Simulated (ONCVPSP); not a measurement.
## An all-electron radial function and its pseudo partner (rubidium)

Columns: radius, all-electron u(r) and pseudo u(r) of the 4p shell (level -17.18 eV) of rubidium in the configuration [Ar] 3d10 4s2 4p6 4d1; PBE, scalar-relativistic, ONCV scheme, ONCVPSP 4.0.1.

```tsv
r (bohr)	all-electron	pseudo
0.200	-0.0478	0.0392
0.400	-0.3991	0.1486
0.600	-0.0884	0.3078
0.800	0.3294	0.4875
1.000	0.6303	0.6516
1.200	0.7915	0.7694
1.400	0.8433	0.8269
1.600	0.8231	0.8206
1.800	0.7619	0.7618
2.000	0.6813	0.6812
2.200	0.5949	0.5949
2.400	0.5108	0.5108
2.600	0.4334	0.4333
2.800	0.3644	0.3643
3.000	0.3043	0.3043
3.200	0.2528	0.2528
3.400	0.2091	0.2091
3.600	0.1724	0.1724
3.800	0.1417	0.1417
4.000	0.1162	0.1162
4.200	0.0950	0.0950
4.400	0.0775	0.0775
4.600	0.0631	0.0631
4.800	0.0513	0.0513
5.000	0.0416	0.0416
5.200	0.0338	0.0338
```

(1) How many radial nodes do the two functions have?

(2) At about which radius was the pseudo-wave matched?

(3) Is the pseudo-wave norm-conserving?

Results:

(1) The all-electron 4p function has n − l − 1 = 2 (the table is too coarse to show those close to the nucleus); the pseudo-wave has 0, since the states of the same l below it are removed with the core.

(2) 1.75 bohr, where the columns begin to agree (steps of 0.20 bohr).

(3) Yes: the ONCV scheme keeps the norm inside the radius equal to the all-electron one, which fixes the energy derivative of the logarithmic derivative at the level.
